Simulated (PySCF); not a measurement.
A PySCF script (with the pyscf-properties extension) for the NMR shieldings of `[SiH3][SiH2][SiH2]CN([SiH3])[SiH2]Cl`, CH₁₄ClNSi₅, on a GFN2-xTB geometry:

```python
import basis_set_exchange as bse
import numpy as np
from pyscf import gto, dft
from pyscf.prop import nmr

atoms = """
Si    2.358119   -0.588040    1.265085
Si    2.109400   -0.542529   -1.039825
Si    0.428526    0.770141   -1.944330
C    -1.310695    0.403912   -1.229344
N    -1.336324    0.155710    0.214693
Si   -1.185156    1.549737    1.241811
Si   -1.863959   -1.400929    0.736345
Cl   -0.772175   -2.787382   -0.240925
H     2.611319    0.752701    1.809671
H     1.178511   -1.101347    1.967437
H     3.488941   -1.412478    1.708568
H     2.026799   -1.911215   -1.575045
H     3.373052   -0.048116   -1.628414
H     0.226066    0.638652   -3.397894
H     0.672606    2.209914   -1.746265
H    -1.718524   -0.466273   -1.747981
H    -1.983906    1.235194   -1.460546
H    -1.159189    1.054070    2.611356
H     0.053911    2.242523    0.880969
H    -2.337126    2.434859    1.028051
H    -3.262445   -1.654130    0.384761
H    -1.608162   -1.515588    2.160974
"""
names = dict.fromkeys(["Si", "C", "N", "Cl", "H"], "pcSseg-1")
basis = {el: gto.basis.parse(bse.get_basis(n, elements=[el], fmt="nwchem")) for el, n in names.items()}
mol = gto.M(atom=atoms, basis=basis, charge=0, verbose=0)
mf = dft.RKS(mol, xc="PBE0")
mf.grids.level = 2
mf.grids.alignment = dft.numint.BLKSIZE   # the property module wants whole blocks of grid points
mf.conv_tol = 1e-9
mf.kernel()

calc = nmr.RKS(mf)   # GIAO
C = mf.mo_coeff
Co = C[:, mf.mo_occ > 0]
resp = mf.gen_response(singlet=True, hermi=2)
def vind(x):   # induced exchange potential for any number of trial vectors
    d = np.einsum("pi,xij,qj->xpq", C, 2 * x.reshape(-1, C.shape[1], Co.shape[1]), Co, optimize=True)
    return np.einsum("xpq,pi,qj->xij", resp(d - d.transpose(0, 2, 1)), C, Co, optimize=True).ravel()
mo1, _ = nmr.rhf.solve_mo1(calc, with_cphf=vind)
sigma = calc.kernel(mo1)
for i, s in enumerate(sigma):   # ppm
    w = np.linalg.eigvalsh((s + s.T) / 2)
    print("%2d %-2s iso %8.1f  s11 %8.1f  s22 %8.1f  s33 %8.1f" % (i, mol.atom_pure_symbol(i), w.mean(), *w))
```

**Question.** What are the results?

**Answer.** 
```
 0 Si iso    459.9  s11    444.6  s22    457.7  s33    477.3
 1 Si iso    481.7  s11    473.8  s22    481.5  s33    489.7
 2 Si iso    420.6  s11    363.0  s22    423.1  s33    475.7
 3 C  iso    156.2  s11    125.2  s22    151.6  s33    191.9
 4 N  iso    244.9  s11    213.2  s22    260.3  s33    261.3
 5 Si iso    402.4  s11    353.2  s22    384.0  s33    470.1
 6 Si iso    368.2  s11    335.0  s22    359.0  s33    410.7
 7 Cl iso    939.9  s11    797.2  s22    995.6  s33   1026.8
 8 H  iso     28.0  s11     24.6  s22     26.3  s33     33.2
 9 H  iso     28.1  s11     23.9  s22     28.3  s33     32.0
10 H  iso     27.9  s11     24.3  s22     24.9  s33     34.6
11 H  iso     28.1  s11     24.1  s22     27.0  s33     33.3
12 H  iso     28.3  s11     24.3  s22     25.3  s33     35.4
13 H  iso     27.6  s11     23.8  s22     25.2  s33     34.0
14 H  iso     27.2  s11     23.6  s22     25.6  s33     32.4
15 H  iso     28.7  s11     24.2  s22     28.6  s33     33.3
16 H  iso     28.9  s11     23.4  s22     27.5  s33     35.7
17 H  iso     27.1  s11     23.9  s22     25.6  s33     31.7
18 H  iso     26.9  s11     23.0  s22     26.9  s33     30.8
19 H  iso     27.1  s11     23.0  s22     24.6  s33     33.7
20 H  iso     26.4  s11     21.3  s22     24.8  s33     33.2
21 H  iso     26.5  s11     23.0  s22     24.8  s33     31.7
```

These numbers come from an equivalent density-fitted implementation of the same equations, which agrees with the script to about 0.01 ppm for H and up to a few tenths of a ppm for heavy atoms, so last digits may differ.

**Question.** Turn these shieldings into chemical shifts. Shifts are taken against calculated references (same method and geometry level): $^{29}$Si (σ = 349.16 ppm), $^{13}$C (σ = 186.93 ppm), $^{1}$H (σ = 31.72 ppm) vs TMS; $^{15}$N (σ = 267.73 ppm) vs NH3; $^{35}$Cl (σ = 949.78 ppm) vs HCl.

**Answer.** Averaging equivalent atoms: Si 6: -19.1; Si 5: -53.3; Si 2: -71.5; Si 0: -110.7; Si 1: -132.5; C 3: 30.7; N 4: 22.8; Cl 7: 10; H 20/21: 5.26; H 17/18/19: 4.68; H 13/14: 4.29; H 8/9/10: 3.70; H 11/12: 3.48; H 15/16: 2.93 ppm. Experimental scales use liquid or dissolved standards, which lie at an offset from isolated NH3 (liquid NH3: subtract about 20 ppm).

Size and cost of the density-fitted run: 248 basis functions, 2.1 min wall time on 1 thread of an AMD EPYC, shared host; peak memory 1.1 GiB.
